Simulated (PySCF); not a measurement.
## NaIn: one state, many levels of theory

State: ¹Σ⁺ (singlet), closed shell. Set-up: Na cc-pVDZ, In cc-pVDZ-PP with ECP28; scalar-relativistic core potentials (PySCF 2.14). De refers to Na + In in their high-spin ground configurations, without counterpoise correction. A positive dipole means Na(−)In(+).

```csv
Level,Re (Å),ωe (cm⁻¹),De (eV),μ (D),"CPU s a point (SCF and correlation, without the integrals)"
RHF-MP2,3.294,149,0.53,n/a,0.059
RHF-SCS-MP2,3.310,146,0.56,n/a,n/a
RHF-CCSD,3.314,143,0.69,n/a,n/a
RHF-CCSD(T),3.317,141,0.73,n/a,1.1
PBE,3.269,140,0.87,-0.99,0.46
PBEsol,3.241,143,0.91,-1.23,0.34
BLYP,3.270,138,0.87,-0.70,0.34
r²SCAN,3.262,144,0.68,-1.74,0.65
PBE0,3.253,146,0.74,-1.70,0.87
HSE06,3.256,145,0.78,-1.64,0.76
B2PLYP,3.255,147,0.74,-1.86,0.38
```

Question: Which functional lies closest to RHF-CCSD(T) in De, which farthest, and by how much do they differ from it?

Answer: Closest is PBE0 (-6.4 pm in Re, +3.5 % in ωe, +0.01 eV in De against RHF-CCSD(T) in the same basis), farthest PBEsol (-7.6 pm in Re, +1.4 % in ωe, +0.18 eV in De). CCSD(T) converges more slowly with the basis than the functionals do and binds too weakly in this one, so the order can change at the basis-set limit.

Question: What does the step from GGA to meta-GGA do here, going from PBE to r²SCAN?

Answer: r²SCAN less PBE: -0.7 pm in Re, +2.9 % in ωe, -0.19 eV in De. 

Question: What does the triples do here, going from RHF-CCSD to RHF-CCSD(T)?

Answer: RHF-CCSD(T) less RHF-CCSD: +0.3 pm in Re, -1.4 % in ωe, +0.04 eV in De. Correlation nearly always deepens the well. The bond lengthens, as in strong covalent bonds, where excitations into antibonding orbitals dominate.

Correlated steps freeze 5 core orbitals. Closed-shell solutions of metal pairs were not tested for spin polarisation, which can lower them a little. Correlated levels converge slowly with the basis: in double zeta they bind strong bonds too weakly, by up to about 1 eV, and carry superposition errors of some tenths. Spin–orbit coupling is left out, which matters for elements this heavy, above all for dissociation energies. Where the molecule has an RHF reference, its open-shell atoms are computed with UHF. B2PLYP dipoles, levels and charges come from its SCF part alone.

The whole job (state search and all levels along the bond) took about 1.4 min on 1 thread of Arm Neoverse V1 (shared host), peak memory 0.48 GiB.
